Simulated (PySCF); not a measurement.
CH3BiBr2, SMILES [Bi]([Br])([Br])[CH3].

Geometry optimised at PBE-D3(BJ)/def2-SVP. The structure was generated by enumeration; whether it is a known compound was not checked. The def2 effective core potentials stand for the cores of Bi; spin–orbit coupling is left out.

Computed with IEF-PCM-PBE0/def2-SVP run with PySCF.

The values are the electrostatic part of the solvation free energy, E(continuum) − E(gas) at the gas-phase geometry, in a cavity of scaled van der Waals radii (PySCF's table); cavitation and dispersion terms are not included. A continuum can't describe solvent molecules that bind to the metal. In vacuum the orbital gap is 5.14 eV. The dipole moment in vacuum is 4.02 D.

```json
[
 {"solvent": "water", "ε": "78.36", "ΔG(elec) (kcal/mol)": "-7.6", "dipole (D)": "5.88", "gap (eV)": "5.31"},
 {"solvent": "benzene", "ε": "2.27", "ΔG(elec) (kcal/mol)": "-3.2", "dipole (D)": "4.77", "gap (eV)": "5.21"},
 {"solvent": "ethanol", "ε": "24.85", "ΔG(elec) (kcal/mol)": "-7.2", "dipole (D)": "5.78", "gap (eV)": "5.30"}
]
```
